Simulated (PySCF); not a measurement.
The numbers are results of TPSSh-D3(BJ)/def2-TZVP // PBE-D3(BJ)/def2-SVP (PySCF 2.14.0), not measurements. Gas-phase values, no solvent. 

Reference species: [Ta(Cl)2(F)3] (neutral, multiplicity 1).

The dipole moment comes out as 0.68 D, the charge on the central atom (Mulliken) is 1.54 e and the HOMO is -9.48 eV.

After one change: the dipole moment rises by 0.81 D; the charge on the central atom (Mulliken) goes up by 0.09 e; the HOMO decreases by 0.73 eV.

**Question.** Name the change that produced these shifts. The new species is one of these.
(A) [Ta(Cl)(F)4]
(B) [Ta(Cl)4(F)]
(C) [Ta(F)5]
(D) [Ta(Cl)3(F)2]

**Answer.** A, [Ta(Cl)(F)4]
